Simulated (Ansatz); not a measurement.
Program: Ansatz. Geometries: PBE0-D4/def2-TZVP. ΔE: electronic, gas phase. CCSD(T)/CBS adds triple-zeta CCSD(T) − MP2 to the extrapolated MP2 energy (def2 sets, frozen cores). This one scheme is used for every species. DFT in def2-TZVPP. Elements past krypton have def2 core potentials. For I outer-core shells are correlated without core-valence functions, which leaves a few kJ/mol of doubt a bond. One conformer a species, not always the lowest.

Consider the formal exchange of groups at a C–C bond: `C=CC(F)F` + `CI` → `C=CCI` + `FCF`.

```
   species  PBE0 energy (Eh)
`C=CC(F)F`        -316.18527
      `CI`        -337.59564
   `C=CCI`        -414.92211
     `FCF`        -238.85511
```

**Question.** Work out ΔE.

**Answer.** ΔE = (-414.92211) + (-238.85511) − (-316.18527) − (-337.59564) = 0.00369 Eh = +2.3 kcal/mol. CCSD(T)/CBS gives +1.8 kcal/mol.

Largest T1 diagnostic among the species: 0.012.

The D4 term adds −0.9 kcal/mol with B3LYP and −0.5 kcal/mol with PBE0; it sums over pairs of atoms, weighted by their polarisabilities, and B3LYP, whose exchange is more repulsive, gets the larger term. In def2-TZVPP, CCSD(T) changes the Hartree–Fock value by −1.3 kcal/mol (the triples alone add −0.4 kcal/mol) and MP2 by −2.7 kcal/mol.

B3LYP here is the variant with VWN-RPA as its local correlation; programs differ in this.
